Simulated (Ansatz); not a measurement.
```yaml
crystal:
  periodic: [false, false, false]
  atoms:
    - {symbol: O, position_ang: [0.637398, 1.962693, -0.123851]}
    - {symbol: Ge, position_ang: [0.666702, 0.235906, -0.419795]}
    - {symbol: F, position_ang: [0.702894, -0.004845, -2.134570]}
    - {symbol: F, position_ang: [2.222341, -0.352226, 0.064123]}
    - {symbol: Si, position_ang: [-1.125534, -0.916900, 0.633329]}
    - {symbol: H, position_ang: [1.371048, 2.434998, -0.528714]}
    - {symbol: H, position_ang: [-0.988909, -2.351503, 0.291862]}
    - {symbol: H, position_ang: [-2.391815, -0.356847, 0.107276]}
    - {symbol: H, position_ang: [-1.005525, -0.697574, 2.093241]}
basis:
  gaussian: {orbitals: x2c-TZVPPall}
hamiltonian: {xc: {name: PBE0-DH}}
accuracy: high
scf: {lower_state_search: light}
output: {forces: true}
```

```sh
$ ansatz run in.yaml --threads 4 --pin off --events-out ev --progress --plain --max-ram 10444MiB
```

It prints (some lines left out):

```
Functional definition: PBE0-DH
4025 factors; integrals over basis functions are off by at most 3.7e-8 eV
mean field evaluation 1: about -72532.0346 eV, gradient 6.2e1 eV
mean field evaluation 2: about -72532.1226 eV, gradient 6.2e1 eV
mean field evaluation 4: about -72537.8956 eV, gradient 3.1e0 eV
mean field evaluation 8: about -72537.9214 eV, gradient 4.2e-1 eV
mean field evaluation 16: about -72537.9217 eV, gradient 2.2e-4 eV
mean field -72537.92173210 eV, -2665.7194556854 hartree, gradient 7.8e-8 eV, S^2 0.000000; 0 other end points of the search recorded, 0 dependent functions left out
17 core orbitals not correlated: weight in the atoms' cores, before any rotation towards them, 1.000 or more for the frozen orbitals, at most 0.000 for the correlated occupied ones
reference -72537.92173417 eV, -2665.7194557616 hartree; 21, 21 occupied and 201, 201 virtual orbitals, 4025 factors
second order -37.02154439 eV of doubles, -0.00000000 eV of singles
Total energy: -72542.54942722 eV, -2665.8895203444 hartree
Relativity: scalar
Atom 0 at     0.637398     1.962693    -0.123851 Å, force     0.253374    -0.136606    -0.185855 eV/Å
Atom 1 at     0.666702     0.235906    -0.419795 Å, force     0.136325     0.071749    -0.081711 eV/Å
Atom 2 at     0.702894    -0.004845    -2.134570 Å, force     0.005465     0.052030     0.312902 eV/Å
Atom 3 at     2.222341    -0.352226     0.064123 Å, force    -0.278504     0.115603    -0.097450 eV/Å
Atom 4 at    -1.125534    -0.916900     0.633329 Å, force     0.011087    -0.001854    -0.008514 eV/Å
Atom 5 at     1.371048     2.434998    -0.528714 Å, force    -0.240240    -0.175470     0.126383 eV/Å
Atom 6 at    -0.988909    -2.351503     0.291862 Å, force    -0.004340     0.129156     0.025373 eV/Å
Atom 7 at    -2.391815    -0.356847     0.107276 Å, force     0.118356    -0.042176     0.040166 eV/Å
Atom 8 at    -1.005525    -0.697574     2.093241 Å, force    -0.001523    -0.012433    -0.131295 eV/Å
Dipole moment:    -0.400331    -0.031394     0.279527 e Å
```

Hardware: 4 threads of an Arm Neoverse V2 on a shared host. Wall time 49 s, peak host memory 1.8 GiB.
